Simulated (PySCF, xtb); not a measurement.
CHF, SMILES [CH]F (connectivity only; charge and spin as stated), neutral, multiplicity 1.

Harmonic wavenumbers (cm⁻¹) from GFN2-xTB (xtb) at its own minimum, in rising order: 1242, 1330, 2759.

Q: What does PySCF 2.14.0 with B3LYP-D3(BJ)/def2-TZVPD give at its own minimum? (The exact figures need the calculation; the answer reports its results.)

A: 1198, 1436, 2771. Paired by order, the mean absolute difference is 54 cm⁻¹ and the zero-point energies are 7.6 and 7.7 kcal/mol.
